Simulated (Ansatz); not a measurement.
`F[SiH]([AlH2])[GeH3]` + `BO` → `OB[SiH](F)[AlH2]` + GeH₄  (formal exchange of groups at the Si–Ge bond)

Gas-phase electronic energies from Ansatz, PBE0-D4/def2-TZVP geometries. CCSD(T)/CBS is the MP2 limit (def2-TZVPP, def2-QZVPP) plus CCSD(T) − MP2 in def2-TZVPP, frozen cores. This one scheme is used for every species. DFT in def2-TZVPP. HSE06 is defined as in plane-wave codes. For Ge outer-core shells are correlated without core-valence functions, which leaves a few kJ/mol of doubt a bond. Scalar relativity is left out up to krypton. Each species was taken in one conformer, which may not be the lowest.

`F[SiH]([AlH2])[GeH3]`:

```xyz
10

F     1.492    1.124   -1.393
Si    0.909    0.308   -0.124
Al    0.678   -2.095   -0.602
Ge   -1.165    1.308    0.524
H     1.855    0.544    1.009
H     0.958   -2.698   -2.043
H     0.190   -3.037    0.580
H    -2.245    1.099   -0.552
H    -1.652    0.631    1.819
H    -1.019    2.817    0.782
```

`BO`:

```xyz
5

B    -0.396   -0.143   -0.010
O     0.848    0.078   -0.479
H    -1.148   -0.732   -0.730
H    -0.716    0.243    1.082
H     1.411    0.554    0.137
```

`OB[SiH](F)[AlH2]`:

Z-matrix (Å, degrees):
```
Si
B 1 2.027
Al 1 2.466 2 112.9
F 1 1.621 2 109.3 3 124.3
H 1 1.498 2 108.0 3 -120.2
O 2 1.352 1 117.2 3 54.8
H 2 1.205 1 122.9 3 -123.7
H 3 1.590 1 118.7 2 -66.1
H 3 1.589 1 122.1 2 112.3
H 6 0.962 2 114.0 1 179.9
```

GeH₄:

```xyz
5

Ge    0.000    0.000    0.000
H    -0.761   -1.328   -0.106
H     0.598    0.357   -1.367
H     1.127   -0.138    1.032
H    -0.965    1.108    0.441
```

```
   level  ΔE (kJ/mol)
 BLYP-D4         35.6
HSE06-D4         36.1
```

(1) What does CCSD(T)/CBS give? (Estimate.)

Largest T1 diagnostic among the species: 0.014.

Results:

(1) Computed: +38.6 kJ/mol. The listed levels differ from it by -3.0, -2.5 kJ/mol.

At CCSD(T), def2-SVP lies −10.6 kJ/mol from the extrapolated value and def2-TZVPP −2.5 kJ/mol. Leaving LDA and LC-ωPBE aside and taking each functional with its dispersion term where it has one, the values, not all of them listed here, spread over 11.6 kJ/mol, from B97M-V to BHLYP-D4. LDA lies −3.5 kJ/mol from PBE without D4.
